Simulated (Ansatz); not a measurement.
The cluster SiSn₄, relaxed as a singlet with RKS PBE-D4/def2-SVP in Ansatz, starting from the GFN1-xTB geometry. Force threshold 0.02 eV/Å.

In the def2 sets Sn takes a core potential; there is no spin–orbit coupling. The structure comes from a short search, and lower isomers may exist.

Start:

```
atom   x (Å)   y (Å)   z (Å)
 Si1   0.102   0.714   0.085
 Sn2  -2.261   1.537  -0.388
 Sn3   1.179  -1.726   0.156
 Sn4  -1.613  -1.255  -0.465
 Sn5   2.593   0.730   0.612
```

(1) Estimate the energy that the relaxation releases and the steps that it takes.

(2) Does the start keep its bonding and symmetry?

(3) Predict the relaxed structure.

Results:

(1) 0.84 eV, in 24 steps; 34 s on 4 threads of Arm Neoverse V2 on a shared host. The force fell under the threshold at step 3, but the optimiser went on and released 0.758 eV more. No frequencies were taken in this run, so the end may be a saddle point.

(2) Bonds formed: Sn2–Sn5 (atoms count from 1). The end is the same structure that another start reached. Point group C2v at the start, Cs at the end, both within 0.05 Å.

(3) 
Cartesian coordinates in Å:
```
Si -0.1127 0.1143 1.1896
Sn -0.9285 1.3937 -1.0160
Sn 1.0469 -1.5699 -0.5373
Sn -1.9614 -1.3133 -0.0519
Sn 1.9558 1.3752 0.4156
```
Bond lengths (bridged metal pairs left out): 4 × Si–Sn 2.54 to 2.68 Å; 4 × Sn–Sn 3.05 to 3.23 Å.
